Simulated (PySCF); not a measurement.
PySCF input for Te(OSiH3)2 (H6O2Si2Te), SMILES [SiH3]O[Te]O[SiH3], B3LYP-D3(BJ)/def2-SVP. The structure is a stationary point at B3LYP-D3(BJ)/def2-SVP. The structure was generated by enumeration, and PubChem lists no compound with its InChIKey, so it may never have been made. The def2 effective core potentials stand for the cores of Te; spin–orbit coupling is left out. Other conformers were not sampled.

```python
import numpy as np
from pyscf import gto, scf, dft, df
from pyscf.hessian import thermo

mol = gto.M(
    atom='''
    Te    0.54942539   -0.06809778    0.88187458
    O     0.47520379   -1.47040577   -0.52773484
    Si   -0.85210831   -2.00484703   -1.40724003
    H    -2.11758362   -1.72472625   -0.66556333
    H    -0.69227414   -3.47172513   -1.60715143
    H    -0.90191596   -1.32896620   -2.73341375
    O     0.37413158    1.55084752   -0.27722193
    Si   -1.08542098    2.17126832   -0.83470306
    H    -1.77752597    1.18358670   -1.71329668
    H    -0.75961659    3.39602846   -1.61303027
    H    -1.99047698    2.51345522    0.30183514
    ''',
    basis='def2-SVP',
    ecp={'Te': 'def2-svp'},
    charge=0,
    spin=0,
    max_memory=1600,
    verbose=3,
)
mf = dft.RKS(mol, xc='b3lyp').density_fit(auxbasis='def2-universal-jkfit')
mf.disp = 'd3bj'
mf.grids.level = 3
mf.conv_tol = 1e-11
mf.max_cycle = 100
mf.kernel()

# [left out here: the lines that compute and print the analytic Hessian (its translational invariance restored by hand, since the grid's response is missing), thermochemistry and intensities]
```

Program output:

```
converged SCF energy = -1000.9340559318

WARN: DFTD3 does not support analytical Hessian, using finite difference


WARN: Mole.unit (angstrom) is changed to Bohr

Mode                                 0                   1                   2
Irrep
Freq [cm^-1]                       31.3530             59.9889             87.6846
Reduced mass [au]                   1.5534              4.8234              2.0086
Force const [Dyne/A]                0.0009              0.0102              0.0091
Char temp [K]                      45.1100             86.3107            126.1586
Normal mode                   x     y     z       x     y     z       x     y     z
       0  Te                -0.01  0.00 -0.01   -0.02 -0.00 -0.01    0.01 -0.00  0.01
       1   O                 0.01 -0.05  0.05    0.03  0.07 -0.09   -0.01  0.07 -0.06
       2  Si                 0.03 -0.01 -0.01    0.01 -0.09  0.04   -0.03  0.05 -0.01
       3   H                 0.02 -0.19  0.04    0.04 -0.21  0.15   -0.01 -0.02  0.05
       4   H                 0.13  0.03 -0.20    0.14 -0.08  0.07    0.01  0.05 -0.05
       5   H                -0.03  0.16  0.08   -0.17 -0.13  0.03   -0.10  0.07  0.00
       6   O                 0.01 -0.04 -0.08    0.02  0.06  0.07    0.00  0.03  0.06
       7  Si                 0.00  0.04  0.05    0.04  0.05  0.02   -0.00 -0.07 -0.04
       8   H                -0.28 -0.04  0.35    0.04  0.01  0.06   -0.07 -0.28  0.25
       9   H                 0.03 -0.15 -0.24    0.06  0.01 -0.04    0.00 -0.29 -0.38
      10   H                 0.24  0.38  0.13    0.02  0.12 -0.01    0.06  0.26 -0.10
Mode                                 3                   4                   5
Irrep
Freq [cm^-1]                      118.0248            138.9692            154.7187
Reduced mass [au]                   1.1556              3.8525              5.5744
Force const [Dyne/A]                0.0095              0.0438              0.0786
Char temp [K]                     169.8114            199.9458            222.6058
Normal mode                   x     y     z       x     y     z       x     y     z
       0  Te                 0.00 -0.01  0.00    0.01 -0.02  0.00   -0.03 -0.01 -0.01
       1   O                 0.02 -0.01  0.00    0.06 -0.01 -0.01    0.12  0.02 -0.05
       2  Si                -0.01  0.03  0.02    0.01  0.03  0.03    0.02  0.07  0.07
       3   H                 0.04 -0.38  0.28    0.04  0.20  0.02    0.10  0.20  0.17
       4   H                 0.22  0.12 -0.41   -0.12 -0.00  0.14   -0.12  0.05  0.12
       5   H                -0.32  0.39  0.22    0.07 -0.07 -0.02   -0.04  0.02  0.05
       6   O                -0.03 -0.01  0.00   -0.11 -0.03  0.02    0.05 -0.03 -0.06
       7  Si                -0.00  0.01 -0.04   -0.03  0.09 -0.06    0.01 -0.04  0.03
       8   H                 0.09  0.08 -0.19   -0.11  0.11 -0.01   -0.01 -0.02  0.02
       9   H                 0.03  0.10  0.11    0.13  0.00 -0.13   -0.05  0.00  0.06
      10   H                -0.09 -0.13 -0.08   -0.03  0.27 -0.11    0.06 -0.10  0.08
Mode                                 6                   7                   8
Irrep
Freq [cm^-1]                      216.1291            474.9862            488.6069
Reduced mass [au]                   7.4686              5.9596              6.1734
Force const [Dyne/A]                0.2055              0.7922              0.8684
Char temp [K]                     310.9616            683.3994            702.9966
Normal mode                   x     y     z       x     y     z       x     y     z
       0  Te                -0.01 -0.00 -0.03    0.00  0.03  0.02    0.00 -0.02  0.03
       1   O                 0.03 -0.12  0.08    0.09 -0.12 -0.09    0.03 -0.02 -0.02
       2  Si                 0.01  0.02  0.02   -0.05 -0.04 -0.05   -0.02 -0.01 -0.02
       3   H                 0.02  0.07  0.02    0.05  0.08  0.08    0.01  0.01  0.03
       4   H                -0.08  0.02 -0.05   -0.25 -0.05 -0.12   -0.05 -0.01 -0.02
       5   H                 0.08  0.09  0.06   -0.15 -0.02 -0.04   -0.04 -0.01 -0.01
       6   O                 0.01  0.11  0.11   -0.02 -0.04  0.02    0.09  0.13 -0.09
       7  Si                 0.00 -0.01  0.01    0.01 -0.01  0.01   -0.05  0.04 -0.03
       8   H                 0.09 -0.12  0.06   -0.00  0.01 -0.00   -0.03 -0.04  0.03
       9   H                -0.03 -0.06 -0.09    0.08 -0.02  0.02   -0.30  0.08 -0.08
      10   H                -0.06  0.04 -0.06    0.02  0.02  0.00   -0.01 -0.06  0.04
Mode                                 9                  10                  11
Irrep
Freq [cm^-1]                      711.0266            723.9878            724.7407
Reduced mass [au]                   1.1749              1.2088              1.3031
Force const [Dyne/A]                0.3500              0.3733              0.4033
Char temp [K]                    1023.0090           1041.6572           1042.7405
[...]
       7  Si                 0.03  0.03  0.01    0.07 -0.03  0.03    0.04 -0.02  0.01
       8   H                 0.32 -0.29  0.13   -0.06  0.07 -0.01    0.04 -0.09  0.09
       9   H                -0.43  0.06 -0.15    0.02 -0.03  0.00    0.10  0.03  0.12
      10   H                -0.05 -0.10 -0.01   -0.03 -0.00 -0.05    0.04  0.01  0.01
Mode                                15                  16                  17
Irrep
Freq [cm^-1]                      943.1641            948.5081            955.9150
Reduced mass [au]                   1.0523              1.0852              1.0554
Force const [Dyne/A]                0.5515              0.5752              0.5682
Char temp [K]                    1357.0031           1364.6920           1375.3489
Normal mode                   x     y     z       x     y     z       x     y     z
       0  Te                 0.00 -0.00  0.00   -0.00 -0.00 -0.00   -0.00  0.00  0.00
       1   O                 0.00  0.00  0.00    0.02  0.01  0.03   -0.01 -0.00 -0.01
       2  Si                -0.01 -0.02  0.01    0.00  0.02 -0.03    0.01 -0.01 -0.01
       3   H                -0.00  0.44 -0.15   -0.03 -0.50  0.12   -0.05  0.07 -0.13
       4   H                 0.30  0.06 -0.23   -0.39 -0.08  0.37   -0.02 -0.04  0.22
       5   H                -0.12  0.02  0.02    0.03  0.06  0.01   -0.17  0.25  0.14
       6   O                -0.00  0.00  0.00    0.01 -0.01  0.01   -0.01  0.01 -0.01
       7  Si                 0.00 -0.02 -0.02   -0.00 -0.02 -0.02   -0.01 -0.02  0.03
       8   H                 0.02 -0.15  0.13   -0.02 -0.11  0.11    0.30  0.26 -0.53
       9   H                -0.15  0.32  0.45   -0.11  0.26  0.37   -0.25 -0.10 -0.22
      10   H                 0.07  0.43 -0.09    0.05  0.33 -0.07    0.22  0.38  0.06
Mode                                18                  19                  20
Irrep
Freq [cm^-1]                      962.1468            989.2462           1004.8494
Reduced mass [au]                   1.0588              1.1194              1.1032
Force const [Dyne/A]                0.5775              0.6454              0.6563
Char temp [K]                    1384.3150           1423.3051           1445.7546
Normal mode                   x     y     z       x     y     z       x     y     z
       0  Te                -0.00  0.00  0.00   -0.00  0.00  0.00   -0.00  0.00 -0.00
       1   O                -0.01 -0.01 -0.01   -0.03 -0.03 -0.04   -0.00  0.00  0.00
       2  Si                -0.01  0.03  0.02   -0.01 -0.01 -0.01    0.03  0.01  0.02
       3   H                 0.12 -0.20  0.31    0.20  0.11  0.31   -0.17 -0.10 -0.28
       4   H                 0.06  0.07 -0.36    0.30 -0.01  0.28   -0.26  0.01 -0.24
       5   H                 0.41 -0.47 -0.25    0.34  0.25  0.11   -0.29 -0.22 -0.09
       6   O                 0.00  0.00  0.00    0.02 -0.02  0.02    0.00 -0.00  0.00
       7  Si                -0.01 -0.01  0.01    0.02 -0.01  0.01    0.04 -0.01  0.01
       8   H                 0.14  0.11 -0.24   -0.32  0.21  0.02   -0.35  0.28 -0.02
       9   H                -0.13  0.01 -0.02   -0.29  0.04 -0.05   -0.35  0.02 -0.09
      10   H                 0.13  0.27  0.02   -0.29  0.03 -0.24   -0.32  0.05 -0.28
Mode                                21                  22                  23
Irrep
Freq [cm^-1]                     2212.3356           2215.8561           2220.9671
Reduced mass [au]                   1.0362              1.0451              1.0359
Force const [Dyne/A]                2.9880              3.0233              3.0106
Char temp [K]                    3183.0584           3188.1236           3195.4771
Normal mode                   x     y     z       x     y     z       x     y     z
       0  Te                 0.00  0.00  0.00    0.00 -0.00  0.00    0.00 -0.00  0.00
       1   O                -0.00 -0.00 -0.00   -0.00  0.00 -0.00    0.00  0.00  0.00
       2  Si                -0.03  0.01  0.01   -0.00  0.00 -0.00   -0.01 -0.01  0.01
       3   H                 0.78 -0.17 -0.46    0.07 -0.01 -0.04    0.26 -0.06 -0.15
       4   H                -0.01  0.04  0.01    0.01 -0.05 -0.01   -0.01  0.11  0.02
       5   H                -0.01 -0.02  0.07    0.00 -0.04  0.09   -0.01  0.11 -0.22
       6   O                 0.00 -0.00  0.00   -0.00  0.00 -0.00   -0.00  0.00 -0.00
       7  Si                 0.01  0.00  0.00   -0.02  0.01  0.03   -0.02 -0.02 -0.01
       8   H                -0.12 -0.18 -0.16   -0.12 -0.17 -0.14    0.39  0.57  0.51
       9   H                 0.00  0.01 -0.00   -0.01 -0.02  0.03   -0.01 -0.04  0.02
      10   H                -0.09  0.04  0.13    0.57 -0.21 -0.71    0.14 -0.07 -0.19
Mode                                24                  25                  26
Irrep
Freq [cm^-1]                     2235.1652           2236.9051           2248.0975
Reduced mass [au]                   1.0399              1.0417              1.0422
Force const [Dyne/A]                3.0610              3.0712              3.1033
Char temp [K]                    3215.9051           3218.4084           3234.5118
Normal mode                   x     y     z       x     y     z       x     y     z
       0  Te                -0.00 -0.00 -0.00   -0.00 -0.00 -0.00    0.00 -0.00  0.00
       1   O                 0.00  0.00  0.00    0.00  0.00  0.00    0.00  0.00  0.00
       2  Si                 0.00 -0.01  0.03   -0.01  0.03  0.01    0.00 -0.00 -0.00
       3   H                -0.01 -0.01  0.02    0.05 -0.00 -0.03   -0.01  0.00  0.01
       4   H                -0.00 -0.03  0.01    0.11 -0.95 -0.13   -0.01  0.08  0.01
       5   H                -0.03  0.43 -0.83   -0.01  0.02 -0.01    0.00 -0.00  0.01
       6   O                -0.00  0.00 -0.00   -0.00  0.00 -0.00   -0.00  0.00 -0.00
       7  Si                 0.00  0.01  0.01   -0.00 -0.00 -0.00    0.01  0.03 -0.02
       8   H                -0.13 -0.18 -0.16    0.05  0.07  0.06   -0.01 -0.02 -0.03
       9   H                -0.00  0.00  0.00   -0.02 -0.07  0.04   -0.22 -0.80  0.51
      10   H                 0.01 -0.00 -0.01   -0.02  0.01  0.02   -0.01  0.02  0.02
temperature 298.1500 [K]
pressure 101325.00 [Pa]
Rotational constants [GHz] 1.70419 1.33341 0.79062
Symmetry number 1
Zero-point energy (ZPE) 0.05839 [Eh]   153305.912 [J/mol]
                           tot       elec      trans        rot        vib
Entropy [J/mol/K]       416.683      0.000    176.116    123.726    116.840
Cv [J/mol/K]            120.045      0.000     12.472     12.472     95.102
Cp [J/mol/K]            128.360      0.000     20.786     12.472     95.102
Internal energy [J/mol]                      3718.434   3718.434 169675.484
Internal energy [Eh]   -1000.86660  -1000.93406
Enthalpy [J/mol]                             6197.391   3718.434 169675.484
Enthalpy [Eh]          -1000.86565
Gibbs free energy [J/mol]                  -46311.594 -33170.617 134839.571
Gibbs free energy [Eh] -1000.91297
mode   freq/cm-1   IR/(km/mol)
   1       31.35         0.553
   2       59.99         1.829
   3       87.68         0.664
   4      118.02         0.179
   5      138.97         0.181
   6      154.72         3.604
   7      216.13         9.593
   8      474.99        27.933
   9      488.61        16.617
  10      711.03        47.236
  11      723.99        67.389
  12      724.74        37.002
  13      734.68        37.469
  14      865.66       438.141
  15      927.03       259.766
  16      943.16       134.069
  17      948.51        97.549
  18      955.91       105.287
  19      962.15        65.947
  20      989.25        59.207
  21     1004.85       420.135
  22     2212.34        45.961
  23     2215.86       147.110
  24     2220.97       102.868
  25     2235.17       130.402
  26     2236.91       144.979
  27     2248.10       119.698
max |gradient| / (hartree/bohr): 9.063505279971993e-05
APT charges: [ 0.9575 -1.0621  1.4093 -0.2709 -0.2833 -0.2823 -1.0328  1.3998 -0.2788
 -0.2758 -0.2806]
```

Self-consistency was reached.

Cost: around 4 core-minutes (rough).
